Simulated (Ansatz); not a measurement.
`FC(F)=C(F)C(F)(F)F`, charge 0, multiplicity 1.

Problem. Give a relaxed structure at PBE0-D4/def2-TZVP (Ansatz). (Best estimate.)

Solution. Ansatz gave: 
```xyz
9

F     0.041    0.345   -2.097
C    -0.444    0.863   -1.007
F    -1.133    1.944   -1.244
C    -0.280    0.379    0.217
F    -0.835    1.014    1.246
C     0.483   -0.845    0.614
F     1.024   -1.455   -0.434
F    -0.318   -1.714    1.238
F     1.461   -0.530    1.468
```
Point group Cs.
This is one stationary point; other conformers may exist.
